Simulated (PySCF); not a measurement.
Below is a simulated gas-phase Si 2p photoelectron spectrum of `C=N[SiH](OC)OC`.

Every computed line was given a Gaussian of 0.6 eV full width at half maximum and an area set by the number of equivalent atoms (split 2:1 within a doublet); the highest printed point is 100. Computed, not measured: PySCF, delta-SCF UKS SCAN, pcX-2 on the ionised atom, pcseg-1 elsewhere, spin-free X2C.

binding energy (eV), intensity and a bar:
```
    106.6          0 
    106.7          1 
    106.8          3 #
    106.9          9 ###
    107.0         19 ######
    107.1         36 ###########
    107.2         58 ##################
    107.3         81 ########################
    107.4         97 #############################
    107.5        100 ##############################
    107.6         92 ############################
    107.7         78 #######################
    107.8         66 ####################
    107.9         59 ##################
    108.0         56 #################
    108.1         53 ################
    108.2         46 ##############
    108.3         35 ##########
    108.4         23 #######
    108.5         13 ####
    108.6          6 ##
    108.7          3 #
    108.8          1 
    108.9          0
```

Question: Count the maxima, the lines and the sites behind this envelope.

Answer: The curve has 1 maximum (at 107.5 eV). Under it lie 2 lines from 1 inequivalent silicon site, drawn as a 2p3/2, 2p1/2 pair. At this width some lines have no maximum of their own.

Question: Decompose the envelope and assign each component. Numbering: `[CH2:1]=[N:2][SiH:3]([O:4][CH3:5])[O:6][CH3:7]`.

Answer: 
```
position (eV)  relative area      line  atoms           environment
       107.46           0.67  Si 2p3/2    Si3  oxygen-bound silicon
       108.08           0.33  Si 2p1/2    Si3  oxygen-bound silicon
```

Question: What are the centre and the root-mean-square width of the whole band?

Answer: The area-weighted mean of the lines is 107.67 eV. Their own spread about it is 0.29 eV (rms) and each Gaussian has σ = 0.6/2.355 = 0.25 eV; the variances add, which gives 0.39 eV.

No satellites, vibrations or lifetime broadening are included. The 2p values aren't plain energy differences: one relaxed spin-free 2p hole is combined with a matrix within the shell (ground-state 2p orbital-energy differences and spin–orbit coupling). 2p3/2, the mean of its two sublevels, lies a third of the splitting below the shell's mean and 2p1/2 two thirds above it; the statistical areas are 2:1. 2p1/2 minus 2p3/2 (ligand field included): Si 0.63 eV. One conformer (not necessarily the lowest) at the PBE0-D3(BJ)/def2-SVP geometry, without solvent, vibrations or thermal averaging.

Conformer computed: `[CH2:1]=[N:2][SiH:3]([O:4][CH3:5])[O:6][CH3:7]`: C1–N2–Si3–O4 -120°, N2–Si3–O4–C5 -63°, N2–Si3–O6–C7 -171°.
